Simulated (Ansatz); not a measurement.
Geometry optimisation, Ansatz 0.2.0, RHF/def2-SVP.

input.yaml

```yaml
crystal:
  periodic: [false, false, false]
  atoms:
    - { symbol: "N", position_ang: [-0.9033, 0.7201, -1.2646] }
    - { symbol: Si, position_ang: [0.1048, 0.6204, 0.1561] }
    - { symbol: Sb, position_ang: [-0.5361, -1.4498, 1.434] }
    - { symbol: H, position_ang: [-0.6898, -0.061, -1.8762] }
    - { symbol: H, position_ang: [-0.6196, 1.5907, -1.8308] }
    - { symbol: H, position_ang: [-0.0648, 1.8206, 1.0135] }
    - { symbol: H, position_ang: [-1.6547, 0.69178, -0.54613] }
    - { symbol: H, position_ang: [0.2613, -2.4644, 0.2121] }
    - { symbol: H, position_ang: [0.9985, -1.3567, 2.4116] }
basis:
  gaussian: { orbitals: def2-SVP }
hamiltonian:
  xc: hf
relax:
  f_tol: 0.02
  max_steps: 50
output:
  orbitals: {}
```

Run as:

```bash
$ ansatz run input.yaml --threads 1 --pin off --max-ram 2048MiB --backend cpu --events-out ev --progress --plain --runs-dir out
```

**Question.** Where does it end, and by what steps?

**Answer.** The forces met the threshold. After 15 steps the energy has fallen by 2.925 eV; H8 moved furthest, 0.82 Å.

```tsv
step	energy less start (eV)	largest force component (eV/Å)	accepted
0	0.0000	7.728	yes
1	-1.6946	4.615	yes
2	-2.5621	1.362	yes
3	-2.8351	0.643	yes
4	-2.8598	0.368	yes
5	-2.8697	0.226	yes
6	-2.8741	0.169	yes
7	-2.8844	0.105	yes
8	-2.8974	0.406	yes
9	-2.9061	0.269	yes
10	-2.9195	0.118	yes
11	-2.8813	0.441	no
12	-2.9233	0.037	yes
13	-2.9237	0.100	yes
14	-2.9237	0.099	yes
15	-2.9249	0.020	yes
```

```xyz
9
Properties=species:S:1:pos:R:3
N -0.991 0.860 -1.243
Si 0.746 0.511 -0.108
Sb -0.359 -1.584 1.130
H -1.044 0.227 -2.026
H -0.947 1.795 -1.620
H 0.191 1.475 0.922
H -1.852 0.777 -0.723
H 0.835 -2.726 0.733
H 0.317 -1.223 2.645
```

Whether the end is a true minimum wasn't checked by a vibrational analysis.

Time of the run: 35 s on 1 thread of Arm Neoverse V1, on a shared host, peak memory 0.17 GiB.
